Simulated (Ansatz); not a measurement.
Process, species as SMILES: CB(I)I [diiodo(methyl)borane] + 3 [H][H] (H2) -> B (BH3) + C (CH4) + 2 I (HI)
Each molecule is optimised on its own at B3LYP-D3(BJ)/def2-TZVP (Ansatz, a quantum-chemistry and plane-wave program).

Wanted: energy of full hydrogenation (electronic energy difference), in kcal/mol. Correlated levels leave the core frozen unless marked. Spin-orbit coupling is left out. The frozen core is the preceding noble-gas configuration, with the filled d and f shells of earlier blocks. Past Kr the def2 sets carry scalar-relativistic core potentials. STO-3G rows are all-electron and non-relativistic. CBS marks a two-point X^-3 extrapolation of the correlation energy; Hartree-Fock from the larger set.

```
level                         program  energy of full hydrogenation (kcal/mol)
---------------------  --------------  ---------------------------------------
revPBE/def2-TZVPD              Ansatz                                     22.0
PBE0-D3(BJ)/def2-TZVP  Ansatz + dftd3                                     24.1
```

Task: What does CCSD(T)/CBS(def2-TZVPPD,def2-QZVPPD) (Ansatz) give?

Result: 21.3 kcal/mol
